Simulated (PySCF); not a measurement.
Energy of O⁺ (oxygen, charge +1) between two integer charges

The 2p alpha orbital of [He] 2s2 2p3 is emptied in steps (occupation f), with all orbitals relaxed, ending at [He] 2s2 2p2. Calculation: PySCF 2.14, in aug-cc-pVTZ-DK; the spin-free X2C one-electron Hamiltonian (Gaussian nucleus). The exact energy is a straight line in f; departures are measured from the line between the end points of the same method.

```json
{"f": "1", "UHF (eV)": "0.000", "LDA (eV)": "0.000", "PBE (eV)": "0.000", "PBE0 (eV)": "0.000", "r2SCAN (eV)": "0.000", "LC-wPBE (eV)": "0.000", "BHandHLYP (eV)": "0.000", "wB97X (eV)": "0.000", "CAM-B3LYP (eV)": "0.000", "M06-2X (eV)": "0.000"}
{"f": "0.75", "UHF (eV)": "0.296", "LDA (eV)": "-1.727", "PBE (eV)": "-1.677", "PBE0 (eV)": "-1.189", "r2SCAN (eV)": "-1.525", "LC-wPBE (eV)": "-0.686", "BHandHLYP (eV)": "-0.702", "wB97X (eV)": "-0.706", "CAM-B3LYP (eV)": "-0.918", "M06-2X (eV)": "-0.771"}
{"f": "0.5", "UHF (eV)": "0.383", "LDA (eV)": "-2.319", "PBE (eV)": "-2.241", "PBE0 (eV)": "-1.585", "r2SCAN (eV)": "-2.015", "LC-wPBE (eV)": "-0.914", "BHandHLYP (eV)": "-0.936", "wB97X (eV)": "-0.934", "CAM-B3LYP (eV)": "-1.226", "M06-2X (eV)": "-1.051"}
{"f": "0.25", "UHF (eV)": "0.279", "LDA (eV)": "-1.748", "PBE (eV)": "-1.680", "PBE0 (eV)": "-1.185", "r2SCAN (eV)": "-1.496", "LC-wPBE (eV)": "-0.679", "BHandHLYP (eV)": "-0.700", "wB97X (eV)": "-0.686", "CAM-B3LYP (eV)": "-0.918", "M06-2X (eV)": "-0.776"}
{"f": "0", "UHF (eV)": "0.000", "LDA (eV)": "0.000", "PBE (eV)": "0.000", "PBE0 (eV)": "0.000", "r2SCAN (eV)": "0.000", "LC-wPBE (eV)": "0.000", "BHandHLYP (eV)": "0.000", "wB97X (eV)": "0.000", "CAM-B3LYP (eV)": "0.000", "M06-2X (eV)": "0.000"}
```

```
   method  E(f=0) − E(f=1) (eV)  −ε at f=1 (eV)  −ε at f=0.5 (eV)
      UHF                34.556          36.186            34.511
      LDA                35.562          26.430            35.505
      PBE                35.263          26.364            35.254
     PBE0                35.295          28.969            35.305
   r2SCAN                35.464          27.281            35.551
  LC-wPBE                35.458          31.816            35.473
BHandHLYP                35.111          31.377            35.116
    wB97X                35.122          31.359            35.171
CAM-B3LYP                35.297          30.419            35.297
   M06-2X                35.098          31.123            35.071
```

Orbital energy along the path (eV):

```json
{"f": "1", "UHF": "-36.186", "LDA": "-26.430", "PBE": "-26.364", "PBE0": "-28.969", "r2SCAN": "-27.281", "LC-wPBE": "-31.816", "BHandHLYP": "-31.377", "wB97X": "-31.359", "CAM-B3LYP": "-30.419", "M06-2X": "-31.123"}
{"f": "0.75", "UHF": "-35.309", "LDA": "-30.903", "PBE": "-30.765", "PBE0": "-32.119", "r2SCAN": "-31.445", "LC-wPBE": "-33.620", "BHandHLYP": "-33.237", "wB97X": "-33.247", "CAM-B3LYP": "-32.837", "M06-2X": "-32.942"}
{"f": "0.5", "UHF": "-34.511", "LDA": "-35.505", "PBE": "-35.254", "PBE0": "-35.305", "r2SCAN": "-35.551", "LC-wPBE": "-35.473", "BHandHLYP": "-35.116", "wB97X": "-35.171", "CAM-B3LYP": "-35.297", "M06-2X": "-35.071"}
{"f": "0.25", "UHF": "-33.781", "LDA": "-40.195", "PBE": "-39.762", "PBE0": "-38.481", "r2SCAN": "-39.499", "LC-wPBE": "-37.309", "BHandHLYP": "-36.989", "wB97X": "-37.036", "CAM-B3LYP": "-37.759", "M06-2X": "-37.276"}
{"f": "0", "UHF": "-33.108", "LDA": "-44.906", "PBE": "-44.168", "PBE0": "-41.565", "r2SCAN": "-43.390", "LC-wPBE": "-39.006", "BHandHLYP": "-38.826", "wB97X": "-38.624", "CAM-B3LYP": "-40.168", "M06-2X": "-39.106"}
```

Reference removal energy between the ground levels: 35.121 eV (measured; NIST Atomic Spectra Database, ionization energies). The calculation has no spin-orbit coupling. UHF lacks correlation.
